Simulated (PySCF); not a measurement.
## Magnetic susceptibility: SMILES C(C#C)C#[N+][AlH2-][CH3], C₅H₈AlN

Molfile (atoms numbered from 1):
```
C5H8AlN
     RDKit          3D

 15 14  0  0  0  0  0  0  0  0999 V2000
    3.8506    0.3167    1.1016 C   0  0  0  0  0  0  0  0  0  0  0  0
    3.1396   -0.1559    0.2652 C   0  0  0  0  0  0  0  0  0  0  0  0
    2.2665   -0.7296   -0.7488 C   0  0  0  0  0  0  0  0  0  0  0  0
    0.9134   -0.3108   -0.5232 C   0  0  0  0  0  0  0  0  0  0  0  0
   -0.1564    0.0518   -0.3277 N   0  0  0  0  0  0  0  0  0  0  0  0
   -2.0418   -0.4837    0.1178 Al  0  0  0  0  0  4  0  0  0  0  0  0
   -3.2216    1.1163   -0.0552 C   0  0  0  0  0  0  0  0  0  0  0  0
    4.4878    0.7203    1.8308 H   0  0  0  0  0  0  0  0  0  0  0  0
    2.3063   -1.8237   -0.6986 H   0  0  0  0  0  0  0  0  0  0  0  0
    2.5850   -0.4066   -1.7465 H   0  0  0  0  0  0  0  0  0  0  0  0
   -2.0422   -1.5871   -1.0060 H   0  0  0  0  0  0  0  0  0  0  0  0
   -1.6275   -1.0442    1.5241 H   0  0  0  0  0  0  0  0  0  0  0  0
   -2.6978    2.0701   -0.1957 H   0  0  0  0  0  0  0  0  0  0  0  0
   -3.8571    1.2520    0.8292 H   0  0  0  0  0  0  0  0  0  0  0  0
   -3.9090    1.0225   -0.9059 H   0  0  0  0  0  0  0  0  0  0  0  0
  1  2  3  0
  2  3  1  0
  3  4  1  0
  4  5  3  0
  5  6  1  0
  6  7  1  0
  1  8  1  0
  3  9  1  0
  3 10  1  0
  6 11  1  0
  6 12  1  0
  7 13  1  0
  7 14  1  0
  7 15  1  0
M  CHG  2   5   1   6  -1
M  END
```

Method used: GIAO OPBE/6-311G** magnetisability, rotational g tensor and spin-rotation constants, non-relativistic, gas phase in PySCF 2.14.0. Geometry: GFN2-xTB.

**Question.** What are the magnetisability and the molar susceptibility?

**Answer.** Isotropic -1214 × 10⁻³⁰ J/T², or -73.1 × 10⁻⁶ cm³/mol; principal values -1331, -1194, -1118 × 10⁻³⁰ J/T², anisotropy 187 × 10⁻³⁰ J/T² (root of half the summed squared differences of the principal values). The susceptibility is in cgs units.

**Question.** Split it along the inertial axes a, b, c into diamagnetic and paramagnetic parts about the centre of mass, with the quadrupole moment.

**Answer.** 
```csv
axis,χ (10⁻⁶ cm³/mol),diamagnetic (10⁻⁶ cm³/mol),paramagnetic (10⁻⁶ cm³/mol),summed x² of all electrons (Å²),quadrupole Θ (D Å)
a,-80.1,-308.3,228.2,388.3,+2.78
b,-71.7,-1764.0,1692.3,45.2,+1.81
c,-67.6,-1839.2,1771.6,27.5,-4.59
```
Anisotropies 2χaa − χbb − χcc = -20.8 and 2χbb − χaa − χcc = +4.2 × 10⁻⁶ cm³/mol. Θ is traceless in Buckingham's convention.

**Question.** And the rotational g tensor?

**Answer.** 
```
axis  rotational constant (GHz)        g  nuclear part  electronic part
   a                     6.3939  -0.0258        0.6598          -0.6856
   b                     0.7148  -0.0055        0.5628          -0.5683
   c                     0.6859  -0.0054        0.5655          -0.5709
```
Asymmetric top; isotopes 27Al, 12C, 1H, 14N; no vibrational averaging.
